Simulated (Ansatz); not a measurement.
In(F)3 cation (F3In), SMILES [In]([F])([F])[F] (connectivity only; charge and spin as stated), charge +1, multiplicity 2.

Geometry: B3LYP-D3(BJ)/def2-SVP. The spin state was assumed, not searched. The isomer is the one that the SMILES or the coordinates give; other isomers of the formula were not compared. The def2 effective core potentials stand for the cores of In; spin–orbit coupling is left out.

Two levels are set side by side: PBE/def2-SVPD (Ansatz, a quantum-chemistry and plane-wave program) and CAM-B3LYP/def2-SVPD (Ansatz). Energy differences of separate SCF runs at the same geometry; the states with an electron removed or added have multiplicity 3 and 1. Differences are taken from unrounded values.

```csv
quantity,CAM-B3LYP,PBE,PBE minus CAM-B3LYP
vertical ionisation energy (eV),20.98,19.88,-1.11
vertical electron affinity (eV),11.07,10.65,-0.42
```
